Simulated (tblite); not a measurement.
C5H9F3O2Si.
SMILES with atom numbers: `[CH3:1][C@@H:2]1[CH2:3][O:4][SiH2:5][O:6][C@@H:7]1[C:8]([F:9])([F:10])[F:11]` (hydrogens: H12, H13, H14 on C1; H15 on C2; H16, H17 on C3; H18, H19 on Si5; H20 on C7)

Computed with GFN2-xTB (tblite), gas phase: L-BFGS steps from a force-field or distance-geometry start until the largest atomic force falls under 0.01 eV/Å.

Step 0: E = -1073.2180 eV
```
atom  x, y, z in Å  |  force x, y, z in eV/Å
C1     -1.3823   -1.2514   -0.5230   -0.328  -0.516  -0.128
C2     -0.0588   -0.5489   -0.3237   -0.134  -1.466   0.368
C3      0.5652   -1.0560    0.9686   -1.158  -0.999   0.792
O4      1.8735   -0.6848    1.1553    1.123   1.912  -1.899
Si5     2.3211    0.3842   -0.1110    0.923   0.608   1.667
O6      1.0940    1.5615   -0.2667    1.395  -1.484   0.567
C7     -0.1370    0.9373   -0.4279    0.245   0.678  -1.659
C8     -1.2246    1.5896    0.3814   -1.230   0.457   0.053
F9     -1.2287    2.9497    0.2172   -0.159  -1.450   0.432
F10    -1.2082    1.3059    1.7083   -0.258   0.449  -1.164
F11    -2.4502    1.1296   -0.1414    1.193   1.085   1.047
H12    -1.8233   -0.8599   -1.4553   -0.269  -0.290   0.621
H13    -2.0114   -1.0603    0.3841    0.243  -0.596  -1.120
H14    -1.1592   -2.3399   -0.6862   -0.570   0.936   0.416
H15     0.5990   -0.9152   -1.1277   -0.241   0.258   0.091
H16     0.5297   -2.1598    0.9153    0.087   0.024   0.027
H17    -0.0413   -0.8044    1.8701    0.296   0.211  -0.446
H18     3.5709    1.0471    0.3090   -0.840  -0.143   0.008
H19     2.5786   -0.3515   -1.3545   -0.001   0.155   0.022
H20    -0.4123    1.1379   -1.4948   -0.316   0.172   0.304
```

Problem. Estimate the geometry and energy of step 1. (The exact step hangs on the optimiser's Hessian estimate; all steps are aligned on step 0, rigid shifts and turns removed.)

Solution. E = -1073.6183 eV, largest force 1.390 eV/Å
```
atom  x, y, z in Å  |  force x, y, z in eV/Å
C1     -1.3869   -1.2587   -0.5248   -0.179  -0.184  -0.135
C2     -0.0607   -0.5698   -0.3184   -0.318  -0.380   0.099
C3      0.5486   -1.0703    0.9799    0.185  -0.176   0.098
O4      1.8896   -0.6575    1.1281   -0.053   0.868  -1.084
Si5     2.3342    0.3929   -0.0872    0.638   0.243   0.625
O6      1.1140    1.5403   -0.2586    0.690  -1.019   0.316
C7     -0.1335    0.9470   -0.4516    0.316  -0.187  -0.235
C8     -1.2422    1.5962    0.3822    0.014  -0.110  -0.495
F9     -1.2309    2.9290    0.2234   -0.193  -0.411   0.322
F10    -1.2118    1.3123    1.6916   -0.204   0.231  -0.464
F11    -2.4332    1.1451   -0.1265    0.363   0.719   0.678
H12    -1.8272   -0.8641   -1.4464   -0.325  -0.210   0.384
H13    -2.0079   -1.0688    0.3681   -0.020  -0.500  -0.736
H14    -1.1674   -2.3265   -0.6803   -0.493   0.339   0.283
H15     0.5956   -0.9115   -1.1264   -0.108   0.079   0.062
H16     0.5309   -2.1595    0.9157    0.173  -0.267   0.137
H17    -0.0370   -0.8014    1.8637    0.108   0.268  -0.016
H18     3.5589    1.0451    0.3091   -0.319   0.132   0.185
H19     2.5786   -0.3493   -1.3542   -0.001   0.297   0.241
H20    -0.4168    1.1403   -1.4904   -0.276   0.269  -0.265
```

The energy changes by -0.4002 eV. The first-order estimate −F·Δx gives -0.5762 eV and the mean of the old and new forces, exact on a quadratic surface, -0.3974 eV. The step makes an angle of 0° with the force vector and moves no atom by more than 0.042 Å.

What follows is the cost of the whole relaxation. Time: 1.1 s wall. Hardware: an Arm Neoverse V1 with one thread (shared host).
